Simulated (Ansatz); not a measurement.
Gas-phase electronic energies from Ansatz, PBE0-D4/def2-TZVP geometries. CCSD(T)/CBS is the MP2 limit (def2-TZVPP, def2-QZVPP) plus CCSD(T) − MP2 in def2-TZVPP, frozen cores. Functionals use def2-TZVPP. B3LYP here is the variant with VWN-RPA as its local correlation; programs differ in this. HSE06 is defined as in plane-wave codes. def2 core potentials past Kr. For As, Te outer-core shells are correlated without core-valence functions, which leaves a few kJ/mol of doubt a bond. Scalar relativity is left out up to krypton. Each species was taken in one conformer, which may not be the lowest.

Reaction (ligand exchange at a Te–C bond): `[TeH]C1=NC1` + `N[AsH2]` → `N[AsH][TeH]` + `C1=NC1`

```tsv
level	ΔE (kJ/mol)	difference from CCSD(T)/CBS
LDA (SPW92)	-75.5	1.4
PBE-D4	-77.9	-1.0
revPBE-D4	-74.8	2.1
r2SCAN-D4	-76.5	0.4
B97M-V	-65.5	11.4
PBE0-D4	-79.7	-2.8
r2SCANh-D4	-77.9	-1.0
r2SCAN0-D4	-79.9	-3.0
HSE06-D4	-80.1	-3.2
BHLYP-D4	-82.2	-5.3
CAM-B3LYP-D4	-74.9	2.0
ωB97X-V	-73.5	3.4
ωB97M-V	-77.5	-0.6
B2PLYP	-75.0	1.9
PBE-QIDH	-75.8	1.1
PBE	-77.2	-0.3
revPBE	-76.3	0.6
BLYP	-76.5	0.4
PBE0	-79.0	-2.1
B3LYP	-77.9	-1.0
r2SCANh	-77.8	-0.9
r2SCAN0	-79.7	-2.8
HSE06	-79.4	-2.5
BHLYP	-79.2	-2.3
CAM-B3LYP	-74.1	2.8
LC-ωPBE	-72.1	4.8
RPA@PBE/def2-TZVPP	-62.8	14.1
HF/def2-SVP	-86.6	-9.7
MP2/def2-SVP	-76.1	0.8
CCSD(T)/def2-SVP	-76.9	0.0
MP2/def2-TZVPP	-69.1	7.8
SCS-MP2/def2-TZVPP	-67.8	9.1
CCSD/def2-TZVPP	-69.9	7.0
CCSD(T)/def2-TZVPP	-68.9	8.0
HF/def2-QZVPP	-80.1	-3.2
MP2/def2-QZVPP	-73.6	3.3
SCS-MP2/def2-QZVPP	-71.9	5.0
HF/CBS(def2)	-80.0	-3.1
MP2/CBS(def2)	-77.1	-0.2
CCSD/CBS(def2)	-78.0	-1.1
CCSD(T)/CBS	-76.9	0
```

Largest T1 diagnostic among the species: 0.012.

From r2SCAN to r2SCAN0 (25 % exact exchange), in def2-TZVPP and without D4, ΔE moves by −3.3 kJ/mol. Leaving LDA and LC-ωPBE aside and taking each functional with its dispersion term where it has one, the values spread over 16.7 kJ/mol, from BHLYP-D4 to B97M-V.
